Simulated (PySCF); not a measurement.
## Ti¹¹⁺ (titanium, charge +11) across methods

[Ne] 3s1, 2S determinant. All numbers are calculated (PySCF 2.14, the non-relativistic Hamiltonian (point nucleus), in an even-tempered Gaussian basis (20 s from 0.59 bohr⁻², ratio 2.2; 13 p from 0.76 bohr⁻², ratio 2.2; 5 d from 3.3 bohr⁻², ratio 2.4; 5 f from 5 bohr⁻², ratio 2.4; 4 g from 7.4 bohr⁻², ratio 2.4)).

```csv
method,E (hartree),mean ε 2p α (eV),mean ε 2p β (eV),mean ε 3s α (eV),Σ⟨r²⟩ (bohr²),⟨S²⟩
r2SCAN0,-801.866,-728.59,-727.72,-282.63,1.688,0.750
PBE0,-801.686,-725.43,-724.49,-282.27,1.687,0.750
B3LYP,-801.847,-723.65,-722.81,-282.16,1.685,0.750
UHF,-801.44453,-754.53,-753.35,-289.46,1.689,0.750
LDA,-799.764,-714.74,-713.91,-279.67,1.688,0.750
PBE,-801.624,-715.21,-714.34,-279.68,1.687,0.750
r2SCAN,-801.862,-719.55,-718.76,-280.12,1.688,0.750
```
